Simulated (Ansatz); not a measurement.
Ansatz (an electronic-structure program) input (B3LYP-D3(BJ)/def2-TZVP):

Ansatz 0.2 input:
```yaml
crystal:
  periodic: [false, false, false]
  atoms:
    - {symbol: Ta, position_ang: [0.18862028, 0.07174816, 0.25799694]}
    - {symbol: O, position_ang: [1.41592384, -0.94958338, -0.49354971]}
    - {symbol: O, position_ang: [-0.61401488, -1.26828388, 1.07915799]}
    - {symbol: Cl, position_ang: [-1.18732659, 0.73560722, -1.38344959]}
basis:
  gaussian:
    orbitals: def2-TZVP
hamiltonian:
  xc: b3lyp
  dispersion: d3bj
total_charge: 1
magnetization: {spin_polarized: true, initial_magnetization: 1}
phonons: {temperatures: {t_min: 298.15, t_max: 298.15, t_step: 100}}
```

Output:

```
Functional definition: B3LYP
integrals: 0.06 GiB planned
939 factors; their error is unknown
mean field: 0.70 GiB planned
mean field evaluation 1: about -18123.6354 eV, gradient 1.0e2 eV
mean field evaluation 2: about -17625.0395 eV, gradient 2.8e2 eV
mean field evaluation 4: about -18154.1940 eV, gradient 4.3e1 eV
mean field evaluation 8: about -18164.6412 eV, gradient 1.1e0 eV
mean field evaluation 16: about -18164.6879 eV, gradient 7.4e-3 eV
mean field evaluation 32: about -18164.5435 eV, gradient 2.4e0 eV
mean field -18164.68792197 eV, -667.5399686645 hartree, gradient 2.0e-5 eV, S^2 0.793288; 4 other end points of the search recorded, 0 dependent functions left out
the calculation of the forces begins
reference -18164.68815615 eV, -667.5399772705 hartree; 23, 22 occupied and 116, 117 virtual orbitals, 939 factors
these checks for a lower state are left out or cut short: stability, starts, cluster_reference, orbital_swaps, neighbouring_geometries, increment
integrals: 0.06 GiB planned
939 factors; their error is unknown
mean field: 0.70 GiB planned
mean field -18164.68785405 eV, -667.5399661687 hartree, gradient 1.6e-6 eV, S^2 0.793262; 0 other end points of the search recorded, 0 dependent functions left out
the calculation of the forces begins
reference -18164.68808825 eV, -667.5399747753 hartree; 23, 22 occupied and 116, 117 virtual orbitals, 939 factors
these checks for a lower state are left out or cut short: stability, starts, cluster_reference, orbital_swaps, neighbouring_geometries, increment
integrals: 0.06 GiB planned
939 factors; their error is unknown
mean field: 0.70 GiB planned
mean field -18164.68783855 eV, -667.5399655990 hartree, gradient 2.7e-6 eV, S^2 0.793314; 0 other end points of the search recorded, 0 dependent functions left out
the calculation of the forces begins
reference -18164.68807271 eV, -667.5399742045 hartree; 23, 22 occupied and 116, 117 virtual orbitals, 939 factors
these checks for a lower state are left out or cut short: stability, starts, cluster_reference, orbital_swaps, neighbouring_geometries, increment
integrals: 0.06 GiB planned
939 factors; their error is unknown
mean field: 0.70 GiB planned
mean field -18164.68783554 eV, -667.5399654886 hartree, gradient 2.7e-6 eV, S^2 0.793018; 0 other end points of the search recorded, 0 dependent functions left out
the calculation of the forces begins
reference -18164.68806972 eV, -667.5399740946 hartree; 23, 22 occupied and 116, 117 virtual orbitals, 939 factors
these checks for a lower state are left out or cut short: stability, starts, cluster_reference, orbital_swaps, neighbouring_geometries, increment
integrals: 0.06 GiB planned
939 factors; their error is unknown
mean field: 0.70 GiB planned
mean field evaluation 64: about -18164.6878 eV, gradient 5.4e-4 eV
mean field -18164.68783952 eV, -667.5399656346 hartree, gradient 2.3e-6 eV, S^2 0.793543; 0 other end points of the search recorded, 0 dependent functions left out
the calculation of the forces begins
reference -18164.68807370 eV, -667.5399742406 hartree; 23, 22 occupied and 116, 117 virtual orbitals, 939 factors
these checks for a lower state are left out or cut short: stability, starts, cluster_reference, orbital_swaps, neighbouring_geometries, increment
integrals: 0.06 GiB planned
939 factors; their error is unknown
mean field: 0.70 GiB planned
mean field -18164.68791801 eV, -667.5399685192 hartree, gradient 1.7e-6 eV, S^2 0.793472; 0 other end points of the search recorded, 0 dependent functions left out
the calculation of the forces begins
reference -18164.68815222 eV, -667.5399771261 hartree; 23, 22 occupied and 116, 117 virtual orbitals, 939 factors
these checks for a lower state are left out or cut short: stability, starts, cluster_reference, orbital_swaps, neighbouring_geometries, increment
integrals: 0.06 GiB planned
939 factors; their error is unknown
mean field: 0.70 GiB planned
mean field -18164.68784606 eV, -667.5399658751 hartree, gradient 1.6e-6 eV, S^2 0.793097; 0 other end points of the search recorded, 0 dependent functions left out
the calculation of the forces begins
reference -18164.68808022 eV, -667.5399744802 hartree; 23, 22 occupied and 116, 117 virtual orbitals, 939 factors
these checks for a lower state are left out or cut short: stability, starts, cluster_reference, orbital_swaps, neighbouring_geometries, increment
integrals: 0.06 GiB planned
939 factors; their error is unknown
mean field: 0.70 GiB planned
mean field -18164.68787423 eV, -667.5399669102 hartree, gradient 1.6e-6 eV, S^2 0.793127; 0 other end points of the search recorded, 0 dependent functions left out
the calculation of the forces begins
reference -18164.68810840 eV, -667.5399755160 hartree; 23, 22 occupied and 116, 117 virtual orbitals, 939 factors
these checks for a lower state are left out or cut short: stability, starts, cluster_reference, orbital_swaps, neighbouring_geometries, increment
integrals: 0.06 GiB planned
939 factors; their error is unknown
mean field: 0.70 GiB planned
mean field -18164.68790914 eV, -667.5399681932 hartree, gradient 1.5e-6 eV, S^2 0.793444; 0 other end points of the search recorded, 0 dependent functions left out
the calculation of the forces begins
reference -18164.68814333 eV, -667.5399767994 hartree; 23, 22 occupied and 116, 117 virtual orbitals, 939 factors
these checks for a lower state are left out or cut short: stability, starts, cluster_reference, orbital_swaps, neighbouring_geometries, increment
integrals: 0.06 GiB planned
939 factors; their error is unknown
mean field: 0.70 GiB planned
mean field evaluation 96: about -18164.6482 eV, gradient 8.0e-4 eV
mean field -18164.68790422 eV, -667.5399680122 hartree, gradient 1.3e-6 eV, S^2 0.793165; 0 other end points of the search recorded, 0 dependent functions left out
the calculation of the forces begins
reference -18164.68813839 eV, -667.5399766179 hartree; 23, 22 occupied and 116, 117 virtual orbitals, 939 factors
these checks for a lower state are left out or cut short: stability, starts, cluster_reference, orbital_swaps, neighbouring_geometries, increment
integrals: 0.06 GiB planned
939 factors; their error is unknown
mean field: 0.70 GiB planned
mean field -18164.68790188 eV, -667.5399679265 hartree, gradient 1.5e-6 eV, S^2 0.793408; 0 other end points of the search recorded, 0 dependent functions left out
the calculation of the forces begins
reference -18164.68813607 eV, -667.5399765328 hartree; 23, 22 occupied and 116, 117 virtual orbitals, 939 factors
these checks for a lower state are left out or cut short: stability, starts, cluster_reference, orbital_swaps, neighbouring_geometries, increment
integrals: 0.06 GiB planned
939 factors; their error is unknown
mean field: 0.70 GiB planned
mean field -18164.68780761 eV, -667.5399644621 hartree, gradient 1.5e-6 eV, S^2 0.793276; 0 other end points of the search recorded, 0 dependent functions left out
the calculation of the forces begins
reference -18164.68804176 eV, -667.5399730668 hartree; 23, 22 occupied and 116, 117 virtual orbitals, 939 factors
these checks for a lower state are left out or cut short: stability, starts, cluster_reference, orbital_swaps, neighbouring_geometries, increment
integrals: 0.06 GiB planned
939 factors; their error is unknown
mean field: 0.70 GiB planned
mean field -18164.68791449 eV, -667.5399683897 hartree, gradient 1.1e-6 eV, S^2 0.793300; 0 other end points of the search recorded, 0 dependent functions left out
the calculation of the forces begins
reference -18164.68814870 eV, -667.5399769970 hartree; 23, 22 occupied and 116, 117 virtual orbitals, 939 factors
these checks for a lower state are left out or cut short: stability, starts, cluster_reference, orbital_swaps, neighbouring_geometries, increment
integrals: 0.06 GiB planned
939 factors; their error is unknown
mean field: 0.70 GiB planned
mean field evaluation 128: about -18164.6879 eV, gradient 1.4e-5 eV
mean field -18164.68788893 eV, -667.5399674506 hartree, gradient 1.4e-6 eV, S^2 0.793289; 0 other end points of the search recorded, 0 dependent functions left out
the calculation of the forces begins
reference -18164.68812310 eV, -667.5399760561 hartree; 23, 22 occupied and 116, 117 virtual orbitals, 939 factors
these checks for a lower state are left out or cut short: stability, starts, cluster_reference, orbital_swaps, neighbouring_geometries, increment
integrals: 0.06 GiB planned
939 factors; their error is unknown
mean field: 0.70 GiB planned
mean field -18164.68794410 eV, -667.5399694779 hartree, gradient 1.4e-6 eV, S^2 0.793286; 0 other end points of the search recorded, 0 dependent functions left out
the calculation of the forces begins
reference -18164.68817829 eV, -667.5399780844 hartree; 23, 22 occupied and 116, 117 virtual orbitals, 939 factors
Total energy: -18164.86723338 eV, -667.5465582373 hartree
Atom 0 at     0.188620     0.071748     0.257997 Å, force     0.000683     0.000941     0.001072 eV/Å
Atom 1 at     1.415924    -0.949583    -0.493550 Å, force    -0.000337    -0.000153    -0.000476 eV/Å
Atom 2 at    -0.614015    -1.268284     1.079158 Å, force    -0.000346    -0.000154    -0.000468 eV/Å
Atom 3 at    -1.187327     0.735607    -1.383450 Å, force     0.000001    -0.000635    -0.000128 eV/Å
Dipole moment:     0.247929     0.832369     0.488684 e Å
Vibrations: 186.17 187.99 238.52 284.81 442.50 927.74 cm⁻¹, zero-point energy 0.140581 eV
```

The spin state was set by rule; other spins were not relaxed.
